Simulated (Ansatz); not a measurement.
`O[CH2][SnH2][SH]`, charge 0, multiplicity 1.

Q: Give a relaxed structure at PBE0-D4/def2-TZVP (Ansatz). (An estimate is asked.)

A: Ansatz gave: 
Z-matrix (Å, degrees):
```
C
Sn 1 2.174
O 1 1.404 2 109.8
H 1 1.097 2 108.7 3 123.5
H 1 1.091 2 109.7 3 -118.4
S 2 2.427 1 99.5 3 -33.6
H 2 1.708 1 115.6 3 -147.2
H 2 1.706 1 114.8 3 80.9
H 3 0.967 1 108.4 2 46.2
H 6 1.343 2 93.6 1 93.3
```
This is one stationary point; other conformers may exist.
